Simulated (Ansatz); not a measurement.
The same ligand exchange along the group F, Cl, Br.

Computed with Ansatz on PBE0-D4/def2-TZVP structures; ΔE is electronic, products minus reactants. CCSD(T)/CBS adds triple-zeta CCSD(T) − MP2 to the extrapolated MP2 energy (def2 sets, frozen cores). This one scheme is used for every species. Functionals use def2-TZVPP. def2 core potentials past Kr. For Br, In outer-core shells are correlated without core-valence functions, which leaves a few kJ/mol of doubt a bond. Scalar relativity is left out up to krypton. One conformer a species, not always the lowest.

```tsv
reaction	r2SCAN-D4 (kJ/mol)	CCSD(T)/CBS(def2) (kJ/mol)
`[OH][In]([F])[SH]` + `O[SiH3]` → `[F][In]([SH])[O][SiH3]` + H₂O	-10	-19
`[OH][In]([SH])[Cl]` + `O[SiH3]` → `[SiH3][O][In]([SH])[Cl]` + H₂O	-11	-20
`[OH][In]([SH])[Br]` + `O[SiH3]` → `[SiH3][O][In]([SH])[Br]` + H₂O	-12	-21
```

Largest T1 diagnostic: 0.016, for `[OH][In]([F])[SH]`.
